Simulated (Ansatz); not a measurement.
Reaction (ligand exchange at the Si–Cl bond): `[SiH3]N([SiH3])[Si]Cl` + HBr → `[SiH3]N([SiH3])[Si]Br` + HCl

Program: Ansatz. Geometries: PBE0-D4/def2-TZVP. ΔE: electronic, gas phase. CCSD(T)/CBS is the MP2 limit (def2-TZVPP, def2-QZVPP) plus CCSD(T) − MP2 in def2-TZVPP, frozen cores. This one scheme is used for every species. DFT in def2-TZVPP. HSE06 is defined as in plane-wave codes. For Br outer-core shells are correlated without core-valence functions, which leaves a few kJ/mol of doubt a bond. Scalar relativity is left out up to krypton. One conformer a species, not always the lowest.

| level | ΔE (kcal/mol) | difference from CCSD(T)/CBS |
| --- | --- | --- |
| r2SCAN0-D4 | 0.1 | 0.6 |
| HSE06-D4 | -0.3 | 0.2 |
| BHLYP-D4 | 0.2 | 0.7 |
| ωB97M-V | 0.6 | 1.1 |
| revPBE | 0.1 | 0.6 |
| r2SCAN | 0.3 | 0.8 |
| r2SCANh | 0.2 | 0.7 |
| CAM-B3LYP | 1.3 | 1.8 |
| MP2/def2-QZVPP | -0.5 | 0.0 |
| CCSD/CBS(def2) | -0.3 | 0.2 |
| CCSD(T)/CBS | -0.5 | 0 |

Question: What do rigid-rotor, harmonic-oscillator terms from PBE0-D4/def2-TZVP frequencies (298.15 K, 1 bar) make of the CCSD(T)/CBS value? (Best estimate.)

Answer: Ansatz gave: ΔZPE = +0.2 kcal/mol, ΔH = -0.1 kcal/mol, ΔS = -1 J/(mol·K), ΔG = -0.1 kcal/mol.

Largest T1 diagnostic among the species: 0.013.

Leaving LDA and LC-ωPBE aside and taking each functional with its dispersion term where it has one, the values, not all of them listed here, spread over 1.6 kcal/mol, from HSE06-D4 to B97M-V. At CCSD(T), def2-SVP lies +1.3 kcal/mol from the extrapolated value and def2-TZVPP +0.6 kcal/mol.
